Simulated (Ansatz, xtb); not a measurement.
## Isomers of C3H7FO4S in order of energy

3 gas-phase structures of C3H7FO4S, from a drawn sample of its isomers (lower ones may exist). Each was relaxed with GFN2-xTB; where two conformers were screened, the lower at r2SCAN-D4/def2-SVP is listed:

A. `COC[C@H](F)S(=O)(=O)O`, a singlet
B. `CO[C@H](F)OS(C)(=O)=O`, a singlet
C. `CO[C@H](F)CS(=O)(=O)O`, a singlet

Question: Make a reasoned guess at their ranking by r2SCAN-D4/def2-SVP single-point energy.

Answer: Calculated order at r2SCAN-D4/def2-SVP: B (0.0), C (2.9), A (15.6) kcal/mol. CCSD(T)/def2-SVP + ΔMP2/def2-TZVPP after further relaxation puts C lowest instead.

Energies above the lowest of each column, in kcal/mol; the last columns are at PBE-D3(BJ)/def2-SVP geometries (a dash: not run or not comparable):

```csv
structure,GFN2-xTB,HF/STO-3G,r2SCAN-D4/def2-SVP,PBE-D3(BJ)/def2-SVP,CCSD(T)/def2-SVP + ΔMP2/def2-TZVPP
B,0.0,0.0,0.0,0.0,1.8
C,5.8,13.6,2.9,2.0,0.0
A,15.3,23.1,15.6,14.3,–
```

CCSD(T)/def2-SVP + ΔMP2/def2-TZVPP puts C lowest of those it was run on; GFN2-xTB picks B, HF/STO-3G picks B, r2SCAN-D4/def2-SVP picks B, PBE-D3(BJ)/def2-SVP picks B. CCSD(T)/def2-SVP + ΔMP2/def2-TZVPP orders those it was run on as C (0.0), B (1.8) kcal/mol. Some further structures that were screened fall inside this span and aren't listed. Flexible structures stand in one conformer each, not always the lowest. Frequencies (GFN2-xTB) were run for B, C alone. ΔMP2 is the change of the MP2 energy from the smaller to the larger basis.

Programs: Ansatz 0.2.0, xtb 6.7.1.
